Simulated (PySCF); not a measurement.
C4H7FSi, SMILES C=C=C(F)[SiH2]C.

Coordinates come from a r2SCAN-D4/def2-SVP optimisation. The structure was generated by enumeration, and PubChem lists no compound with its InChIKey, so it may never have been made. Other conformers were not sampled.

Two levels are set side by side: TDDFT-PBE/def2-SVPD (PySCF) and TDDFT-LC-ωPBE/def2-SVPD (PySCF). Vertical, same geometry. The lowest singlet is HOMO→LUMO 100 % with PBE and HOMO→LUMO 92 % with the other functional; states are paired by order. Differences are taken from unrounded values.

```tsv
quantity	TDDFT-LC-ωPBE	TDDFT-PBE	TDDFT-PBE minus TDDFT-LC-ωPBE
lowest singlet excitation (eV)	5.06	4.56	-0.50
lowest triplet excitation (TDA) (eV)	4.10	4.16	0.05
first bright state (f over 0.05) (eV)	7.47	6.21	-1.26
its oscillator strength	1.27	0.16	-1.11
```

Functionals without exact exchange tend to place singlet excitations lower, as here. Differences between two approximate levels are no errors against the true value.

Rough cost on one machine, each run with all the roots and properties that it gave: TDDFT-LC-ωPBE against TDDFT-PBE about 7 times.
